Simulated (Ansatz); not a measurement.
`C[Si](F)(F)C#N` + CH₄ → `C[Si](C)(F)C#N` + H–F  (formal exchange of groups at the Si–F bond)

Calculated with Ansatz (gas phase, PBE0-D4/def2-TZVP geometries, no zero-point term in ΔE). CCSD(T)/CBS adds triple-zeta CCSD(T) − MP2 to the extrapolated MP2 energy (def2 sets, frozen cores). This one scheme is used for every species.

```
         species  CCSD(T)/CBS(def2) energy (Eh)
`C[Si](F)(F)C#N`                     -621.42890
             CH₄                      -40.46206
`C[Si](C)(F)C#N`                     -561.44132
             H–F                     -100.39570
```

Q: Work out ΔE.

A: ΔE = (-561.44132) + (-100.39570) − (-621.42890) − (-40.46206) = 0.05394 Eh = +1.47 eV.

Q: What do rigid-rotor, harmonic-oscillator terms from PBE0-D4/def2-TZVP frequencies (298.15 K, 1 bar) make of the CCSD(T)/CBS value? (An estimate is asked.)

A: The calculation gave: ΔZPE = -0.04 eV, ΔH = +1.44 eV, ΔS = 6 J/(mol·K), ΔG = +1.42 eV.

Largest T1 diagnostic among the species: 0.012.

Leaving LDA and LC-ωPBE aside and taking each functional with its dispersion term where it has one, the values, not all of them listed here, spread over 0.25 eV, from revPBE-D4 to B97M-V. LDA lies −0.04 eV from PBE without D4. In def2-TZVPP, CCSD(T) changes the Hartree–Fock value by −0.22 eV (the triples alone add −0.03 eV) and MP2 by −0.23 eV.
